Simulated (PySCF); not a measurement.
AgF, charge -1, doublet, geometry from GFN2-xTB (such geometries of metal compounds can be far from the true shape) (the multiplicity is a formal guess) (core potentials on Ag) (in this run its highest filled SCF level lies above zero, so its values depend strongly on the basis, on diffuse functions most of all). Base run: PBE/def2-SVPD in PySCF.

Here is a job for PySCF.
```python
from pyscf import gto, scf, dft, solvent

mol = gto.M(
    atom='''
Ag   -0.000000   -0.000000   -0.381617
F     0.000000    0.000000    1.992888
''',
    basis='def2-svpd',
    ecp={'Ag': 'def2-svpd'},
    charge=-1,
    spin=1,
    verbose=4,
)

mf = dft.UKS(mol)
mf.xc = 'pbe'
mf.kernel()
```

Each row names what was changed in the base input (with any setting that the change needs).

```
change                                                     ΔE vs base (kJ/mol)
---------------------------------------------------------  -------------------
base                                                                      0.00
model = IEF-PCM; solvent = chloroform; lebedev_order = 11               -203.3
model = IEF-PCM; solvent = chloroform; vdw_scale = 1.4                  -190.3
model = COSMO; solvent = chloroform                                     -185.2
model = IEF-PCM; solvent = methanol                                     -255.3
model = IEF-PCM; solvent = chloroform; lebedev_order = 41               -204.9
model = ddCOSMO; solvent = chloroform                                   -173.5
model = IEF-PCM; solvent = n-hexane                                     -119.1
model = IEF-PCM; solvent = dimethylsulfoxide                            -258.0
model = IEF-PCM; solvent = chloroform; vdw_scale = 1.0                  -213.8
model = IEF-PCM; solvent = chloroform; r_probe = 0.5                    -180.2
model = IEF-PCM; solvent = 2-propanol                                   -249.3
```

The base is the gas phase, so ΔE is the electrostatic part of solvation at a fixed geometry, without cavity and dispersion terms.

Open shells are given as the SCF converged; they aren't shown to be the lowest states, and a large step between rows can be another state.

The gas-phase anion may not be bound at this level, which the solvent then changes.
